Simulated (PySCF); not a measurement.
PySCF 2.14 output of an unrestricted PBE calculation on a single atom or ion in x2c-TZVPPall, with scalar relativity by spin-free X2C-1e:

```
SCF conv_tol = 1e-09
number electrons alpha = 19  beta = 18
    J. P. Perdew, K. Burke, and M. Ernzerhof.,  Phys. Rev. Lett. 77, 3865 (1996)
    J. P. Perdew, K. Burke, and M. Ernzerhof.,  Phys. Rev. Lett. 78, 1396 (1997)
    J. P. Perdew, K. Burke, and M. Ernzerhof.,  Phys. Rev. Lett. 77, 3865 (1996)
    J. P. Perdew, K. Burke, and M. Ernzerhof.,  Phys. Rev. Lett. 78, 1396 (1997)
cycle= 1 E= -2980.53170925274  delta_E= -0.011  |g|= 0.0901  |ddm|= 0.406
cycle= 2 E= -2980.53288014842  delta_E= -0.00117  |g|= 0.0443  |ddm|= 0.163
cycle= 3 E= -2980.53337450607  delta_E= -0.000494  |g|= 0.00365  |ddm|= 0.0713
cycle= 4 E= -2980.53337895652  delta_E= -4.45e-06  |g|= 0.000448  |ddm|= 0.00492
cycle= 5 E= -2980.53337924826  delta_E= -2.92e-07  |g|= 8.2e-05  |ddm|= 0.00319
cycle= 6 E= -2980.53337926135  delta_E= -1.31e-08  |g|= 1.15e-05  |ddm|= 0.000347
cycle= 7 E= -2980.53337926155  delta_E= -1.98e-10  |g|= 5.22e-07  |ddm|= 5.65e-05
converged SCF energy = -2980.53337926155  <S^2> = 0.75007977  2S+1 = 2.0000798
```

The run itself started from symmetry-adapted Hartree-Fock orbitals and held the occupation by maximum overlap, on a logarithmic radial grid, so the iterations belong to that start.

**Question.** Which element, charge and spin multiplicity is this?

**Answer.** Rb (rubidium, neutral), multiplicity 2; the state was [Kr] 4d1, 2D determinant (an excited configuration).
